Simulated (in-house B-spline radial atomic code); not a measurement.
Configurations of the magnesium ion Mg⁸⁺, with energies counted from [He] 2s2. Computed with a radial B-spline atomic code at the basis-set limit: non-relativistic LC-wPBE, spin-polarised, spherical fractional occupations, point nucleus. Caution: exact exchange at fractional occupations of open shells leaves self-interaction of up to several eV. Shells without spins written out take the highest spin.

```
                         configuration  E - E(ref) (eV)  highest orbital  its <r> (bohr)
[He] 2s(0 up, 1 down) 2p(0 up, 1 down)           19.697          2p down          0.5048
                          [He] 2s1 3p1           196.84            3p up           1.299
[He] 2s(1 up, 0 down) 3d(1 up, 0 down)           202.49            3d up           1.119
```

Order these further configurations by energy, lowest first.
A. [He] 2s(0 up, 1 down) 3p(1 up, 0 down)
B. [He] 2s1 3s1
C. [He] 2s(1 up, 0 down) 3s(0 up, 1 down)

B (187.04 eV), C (187.96 eV), A (197.59 eV).
